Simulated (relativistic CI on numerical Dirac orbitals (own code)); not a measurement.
## Ligand-field terms of d4

Computed with a parametric ligand-field model of a d^n configuration (Racah B and C, spin-orbit zeta, crystal field), exact diagonalisation.

Field parameters in Wybourne normalisation: Oh B⁴₀ = 21Dq, B⁴₄ = √(5/14) B⁴₀; Td as Oh with Dq negative (B⁴₀ = 21Dq, B⁴₄ = √(5/14) B⁴₀). The field is a parameter set, without covalency.

A d4 ion in Oh symmetry has the ground term 3T1 and bands at 5E 888 cm⁻¹, 1T2 4007 cm⁻¹ (2496 nm), 1E 4546 cm⁻¹ (2199 nm), 3E 8220 cm⁻¹ (1217 nm), 3T1 8563 cm⁻¹ (1168 nm), 3T2 8938 cm⁻¹ (1119 nm), 3A1 9648 cm⁻¹ (1036 nm). Which parameters reproduce them?

B = 360, C = 1380, ζ = 0 cm⁻¹, Oh, 10Dq = 9400 cm⁻¹.

A d4 ion in Oh symmetry has the ground term 3T1 and bands at 1T2 11437 cm⁻¹ (874 nm), 1E 12974 cm⁻¹ (771 nm), 5E 13776 cm⁻¹ (726 nm), 3E 34019 cm⁻¹ (294 nm), 3T1 34901 cm⁻¹ (287 nm), 3T2 36028 cm⁻¹ (278 nm), 3A1 38096 cm⁻¹ (262 nm). Which parameters reproduce them?

B = 1040, C = 3740, ζ = 0 cm⁻¹, Oh, 10Dq = 37500 cm⁻¹.

Ground term and bands for B = 360, C = 1600, ζ = 0 cm⁻¹, Td, 10Dq = -8600 cm⁻¹?

Ground term 1A1 with 3.94 electrons in the two orbitals of the cubic e set. Spin-allowed: 1T1 7651 cm⁻¹ (1307 nm), 1T2 11975 cm⁻¹ (835 nm), 1T2 16075 cm⁻¹ (622 nm), 1E 16133 cm⁻¹ (620 nm). Lowest spin-forbidden: 5T2 3614 cm⁻¹ (2767 nm), 3T1 4185 cm⁻¹ (2389 nm), 3T2 6319 cm⁻¹ (1583 nm).

A d4 ion in Oh symmetry has the ground term 3T1 and bands at 1T2 9201 cm⁻¹ (1087 nm), 1E 10074 cm⁻¹ (993 nm), 5E 20182 cm⁻¹ (495 nm), 3E 36103 cm⁻¹ (277 nm), 3T1 36873 cm⁻¹ (271 nm), 3T2 37721 cm⁻¹ (265 nm), 3A1 38852 cm⁻¹ (257 nm). Which parameters reproduce them?

B = 710, C = 3070, ζ = 0 cm⁻¹, Oh, 10Dq = 39100 cm⁻¹.

Ground term and bands for B = 640, C = 2410, ζ = 0 cm⁻¹, Td, 10Dq = -4750 cm⁻¹?

Ground term 5T2 with 2.00 electrons in the two orbitals of the cubic e set. Spin-allowed: 5E 4750 cm⁻¹ (2105 nm). Lowest spin-forbidden: 3T1 8860 cm⁻¹ (1129 nm), 1A1 10592 cm⁻¹ (944 nm), 3T2 10924 cm⁻¹ (915 nm).
